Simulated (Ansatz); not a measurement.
Coupled-cluster run, AlF₃H₃P (`F[P+](F)(F)[AlH3-]`).

```yaml
crystal:
  periodic: [false, false, false]
  atoms:
    - {symbol: F, position_ang: [1.456294, -0.585154, 1.569272]}
    - {symbol: P, position_ang: [0.641170, -0.751662, 0.262703]}
    - {symbol: F, position_ang: [0.048984, -2.163267, 0.499443]}
    - {symbol: F, position_ang: [1.785617, -1.107047, -0.718765]}
    - {symbol: Al, position_ang: [-0.931935, 1.091659, -0.382242]}
    - {symbol: H, position_ang: [-1.786860, 0.979314, 0.957779]}
    - {symbol: H, position_ang: [0.221856, 2.185604, -0.488087]}
    - {symbol: H, position_ang: [-1.435136, 0.350553, -1.700104]}
basis:
  gaussian: {orbitals: def2-TZVPP}
correlation: {method: ccsd_t}
output: {orbitals: {seedname: orbitals}}
```

```sh
$ ansatz run in.yaml --threads 4 --pin off --events-out ev --progress --plain
```

Log, shortened:

```
Functional definition: HF
  name "HF"
  cite "Fock, Z. Phys. 61, 126 (1930) doi:10.1007/BF01340294"
  parent pbe
  exchange = exact_x
  correlation = 0
1343 factors; integrals over basis functions are off by at most 1.8e-3 eV
mean field evaluation 1: about -24023.1981 eV, gradient 4.1e1 eV
mean field evaluation 2: about -24023.4768 eV, gradient 4.2e1 eV
mean field evaluation 4: about -24026.7421 eV, gradient 3.4e0 eV
mean field evaluation 8: about -24026.7979 eV, gradient 1.5e-1 eV
mean field -24026.79800653 eV, -882.9685407915 hartree, gradient 7.9e-6 eV, S^2 0.000000; 0 other end points of the search recorded, 0 dependent functions left out
13 core orbitals not correlated: weight in the atoms' cores, before any rotation towards them, 1.000 or more for the frozen orbitals, at most 0.000 for the correlated occupied ones
reference -24026.79800653 eV, -882.9685407915 hartree; 16, 16 occupied and 190, 190 virtual orbitals, 1343 factors
second order -26.92278231 eV of doubles, -0.00000000 eV of singles
cycle   1  -26.93431347 eV  change   -1.2e-2 eV  update   1.2e-1
cycle   2  -27.57979922 eV  change   -6.5e-1 eV  update   3.5e-2
cycle   3  -27.73423372 eV  change   -1.5e-1 eV  update   1.8e-2
cycle   4  -27.71062871 eV  change    2.4e-2 eV  update   4.1e-3
cycle   5  -27.70859417 eV  change    2.0e-3 eV  update   1.8e-3
cycle   6  -27.71024039 eV  change   -1.6e-3 eV  update   4.9e-4
cycle   7  -27.70984439 eV  change    4.0e-4 eV  update   1.7e-4
cycle   8  -27.70975094 eV  change    9.3e-5 eV  update   4.4e-5
cycle   9  -27.70977541 eV  change   -2.4e-5 eV  update   1.8e-5
perturbative correction -0.84037355 eV, -0.0308831585 hartree
Total energy: -24055.34815550 eV, -884.0177394139 hartree
```

It took 2 min on 4 threads of a server CPU on a shared host, with 3.4 GiB of host memory at the peak.

The correlation energy is -28.550 eV, 2.9 % of it from (T); the T1 diagnostic reads 0.0133.
